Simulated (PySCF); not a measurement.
Compound: C4H10OSi (charge +1 and doublet state).
Cartesian coordinates in Å at the GFN2-xTB level; atoms count from 1:
```xyz
16
C4H10OSi angstrom
C     -0.6561    1.9422    0.6049
C     -0.0997    0.6928    0.4536
C     -0.9229   -0.5430    0.5637
C     -1.4653   -0.8895   -0.8342
O      1.1661    0.6056    0.1684
Si     2.4302   -0.3996   -0.1834
H     -0.0420    2.8278    0.5662
H     -1.7088    2.0646    0.7923
H     -1.7641   -0.3784    1.2375
H     -0.3177   -1.3672    0.9409
H     -2.0719   -0.0800   -1.2324
H     -0.6472   -1.0828   -1.5246
H     -2.0876   -1.7775   -0.7603
H      2.7418    0.1119   -1.5236
H      2.0656   -1.8094   -0.1082
H      3.3722    0.0914    0.8278
```

The hyperfine couplings belong to this conformer and change with its torsions.

As a line formula: `[CH2+][C](CC)O[SiH3]` [radical] (charge +1).

Theory: UKS B3LYP, pcH-1 on C H O Si, non-relativistic, mean-field spin-orbit, GIAO in PySCF. Isolated species at its GFN2-xTB geometry (one conformer only). A GFN2-xTB geometry isn't a minimum of the functional, and hyperfine couplings can be far from their values at a DFT geometry, by a factor of two or more for some ions and for spin on atoms past the first row. The SCF solution wasn't tested for stability.

The Mulliken spin populations are largest on C1 (+0.72), O5 (+0.19) and C2 (+0.09). The angles at C1 add up to 360.0°, so it is planar; its axial dipolar tensor and the negative couplings of its protons fit spin in a p orbital normal to that plane.

(1) Find Q in a(H) = Q·ρ(C) for the protons on the planar carbons that carry spin.

## Answers

(1) 
```json
{"H": "H7", "C": "C1", "ρ(C)": "+0.721", "a(H) (G)": "-16.47", "a/ρ (G)": "-22.9"}
{"H": "H8", "C": "C1", "ρ(C)": "+0.721", "a(H) (G)": "-16.86", "a/ρ (G)": "-23.4"}
```

These protons share one ρ (within 0.01), so their mean ratio, Q = -23.1 G, is no test of linearity.

Couplings in gauss use g_iso = 2.0037.

On one thread of an Intel Xeon at 2.50 GHz, no GPU, shared host with 64 logical CPUs at a one-minute load of 62, this took 2.5 min (with the writing of density and orbital grids) and 1.1 GiB of memory at its peak.

The SMILES draws the unpaired electron on C2; the largest computed Mulliken spin population is on C1 (0.72 against 0.09).
